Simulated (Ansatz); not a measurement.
Ansatz results at the PBE0-D4/def2-TZVP geometry: HOMO–LUMO gap (B3LYP/def2-TZVPP) 5.72 eV; LUMO energy (B3LYP/def2-TZVPP) -0.63 eV; size of the dipole moment (ωB97M-V/def2-TZVPP) 0.17 D.

Each molecule was computed in one conformer, which needn't be the lowest.

Question: Which molecule gave them?
A. `F[SiH](Cl)C[SiH3]`
B. `C=C=NB(C)C`
C. `B[AsH]C[SiH3]`
D. `C=[CH][GeH2][SiH3]`

Answer: B. The others give `B[AsH]C[SiH3]`: 4.61, -2.10, 0.79; `C=[CH][GeH2][SiH3]`: 6.71, -0.66, 0.56; `F[SiH](Cl)C[SiH3]`: 8.71, 0.07, 1.84.

B3LYP here is the variant with VWN-RPA as its local correlation; programs differ in this.
